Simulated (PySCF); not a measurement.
Input of a response calculation (the driver script's job line, then coordinates in Å):

```
{"job": {"kind": "uv", "xc": "wB97X-D", "basis": "def2-SVPD", "ip": true, "nstates": 10}, "charge": 0, "multiplicity": 1}
Sn     1.348867    -1.740939     0.124888
Cl     2.605419    -3.715613     0.494538
Sn    -1.497101    -1.337497     0.994010
Cl    -3.141871    -2.872130     1.748774
Sn    -0.721424    -0.925323    -1.894180
Cl    -1.124350    -2.134931    -3.894500
Sn     0.611221     1.570930    -1.406326
Cl     0.987576     3.507574    -2.722553
Sn     1.526832     0.828334     1.355997
Cl     3.352629     1.871134     2.450295
Sn    -1.355335     1.541186     0.854021
Cl    -2.476995     3.324526     1.946015
```

The program printed:

```
coarse grid: 86056 points
cycle   1  E = -3981.3240153510  dE = -7.787e+01  |g| = 1.278e+01  |ddm| = 6.015e+01
cycle   2  E = -3428.8982313919  dE =  5.524e+02  |g| = 2.802e+01  |ddm| = 1.122e+03
cycle   3  E = -4037.6409722371  dE = -6.087e+02  |g| = 4.819e+00  |ddm| = 1.125e+03
cycle   4  E = -4014.2560631936  dE =  2.338e+01  |g| = 9.405e+00  |ddm| = 3.912e+01
cycle   5  E = -4036.1644319778  dE = -2.191e+01  |g| = 4.961e+00  |ddm| = 3.055e+01
cycle   6  E = -4032.8550684762  dE =  3.309e+00  |g| = 5.263e+00  |ddm| = 1.275e+01
cycle   7  E = -4046.5495491433  dE = -1.369e+01  |g| = 1.015e+00  |ddm| = 8.657e+00
cycle   8  E = -4046.7741480316  dE = -2.246e-01  |g| = 7.809e-01  |ddm| = 3.371e+00
cycle   9  E = -4046.9565668108  dE = -1.824e-01  |g| = 2.258e-01  |ddm| = 1.512e+00
cycle  10  E = -4046.9711679755  dE = -1.460e-02  |g| = 1.254e-01  |ddm| = 5.003e-01
cycle  11  E = -4046.9768639184  dE = -5.696e-03  |g| = 3.259e-02  |ddm| = 2.829e-01
cycle  12  E = -4046.9774103902  dE = -5.465e-04  |g| = 6.741e-03  |ddm| = 1.190e-01
cycle  13  E = -4046.9774425980  dE = -3.221e-05  |g| = 3.406e-03  |ddm| = 3.023e-02
cycle  14  E = -4046.9774538940  dE = -1.130e-05  |g| = 2.234e-03  |ddm| = 1.615e-02
cycle  15  E = -4046.9774605516  dE = -6.658e-06  |g| = 9.323e-04  |ddm| = 1.446e-02
final grid: 154744 points
cycle  16  E = -4046.9588215915  dE = -3.517e-05  |g| = 3.562e-03  |ddm| = 3.608e-02
cycle  17  E = -4046.9588217152  dE = -1.237e-07  |g| = 3.137e-03  |ddm| = 1.388e-02
cycle  18  E = -4046.9588244995  dE = -2.784e-06  |g| = 6.291e-04  |ddm| = 6.907e-03
cycle  19  E = -4046.9588246745  dE = -1.750e-07  |g| = 1.489e-04  |ddm| = 1.706e-03
cycle  20  E = -4046.9588247085  dE = -3.397e-08  |g| = 1.189e-04  |ddm| = 9.284e-04
cycle  21  E = -4046.9588247263  dE = -1.783e-08  |g| = 3.460e-05  |ddm| = 6.851e-04
cycle  22  E = -4046.9588247291  dE = -2.854e-09  |g| = 1.738e-05  |ddm| = 3.130e-04
cycle  23  E = -4046.9588247296  dE = -4.393e-10  |g| = 6.461e-06  |ddm| = 1.232e-04
converged SCF energy = -4046.9588247296

Static polarisability (au): isotropic 401.455, principal 376.666 378.805 448.893

Singlet excitations
state   eV       nm        f      main configurations
  1   2.2018    563.1   0.00053   H->L 0.92
  2   2.2120    560.5   0.00011   H-1->L 0.93
  3   2.5338    489.3   0.00048   H->L+2 0.42, H->L+1 0.39
  4   2.5648    483.4   0.00242   H-1->L+1 0.42, H->L+1 0.40
  5   2.5891    478.9   0.00355   H-1->L+1 0.41, H->L+2 0.27, H->L+1 0.15
  6   2.7320    453.8   0.00300   H-1->L+2 0.49, H->L+3 0.41
  7   2.7774    446.4   0.00298   H-1->L+3 0.74, H->L+2 0.19
  8   3.0319    408.9   0.00002   H-2->L 0.95
  9   3.2282    384.1   0.04340   H->L+3 0.37, H-1->L+2 0.28, H-2->L+1 0.23
 10   3.3052    375.1   0.00137   H->L+4 0.75, H-1->L+5 0.16

Triplet excitations (Tamm-Dancoff, eV): 2.0179 2.0261 2.2608 2.2650
Vertical ionisation energy (delta-SCF) = 8.3169 eV
Vertical electron affinity (delta-SCF) = 2.8261 eV
```

Method used: TDDFT wB97X-D/def2-SVPD, vertical, gas phase, core orbitals frozen in the response, def2 core potentials past Kr in PySCF 2.14.0, density-fitted response routines. The structure is a single PBE0-D3(BJ)/def2-SVP conformer in the gas phase; no vibrational or solvent corrections. Atoms past krypton carry effective core potentials; spin–orbit coupling is left out. Note that the optimisation stopped short of convergence; the values belong to its last geometry.

Question: Which orbital energies lie behind H and L?

Answer: HOMO -8.52 eV and LUMO -2.54 eV, a gap of 5.98 eV; state 1 differs from that by -3.78 eV.

Question: How much of the mean polarisability do the listed states account for?

Answer: The sum over states Σ f/ΔE² (ΔE in hartree) gives 4.58 au, 1% of the total; the rest comes from higher roots of the same response equations.

Question: Give the mean polarisability in Å³.

Answer: 401.45 au × 0.148185 = 59.49 Å³.

Question: What is the gap between the lowest singlet and the lowest triplet?

Answer: 2.2018 − 2.0179 = 0.1839 eV (full response against Tamm–Dancoff).

Question: How many basis functions and electrons does this run hold?

Answer: 354 basis functions for 234 electrons in 117 doubly occupied orbitals (core potentials stand for the other electrons).

The SCF starts on a coarse grid; the energy jumps when the final grid takes over, and dE counts afresh there. H and L stand for HOMO and LUMO.

wB97X-D is run here without its empirical dispersion term; that term would change no orbital, density or response property at a fixed geometry.
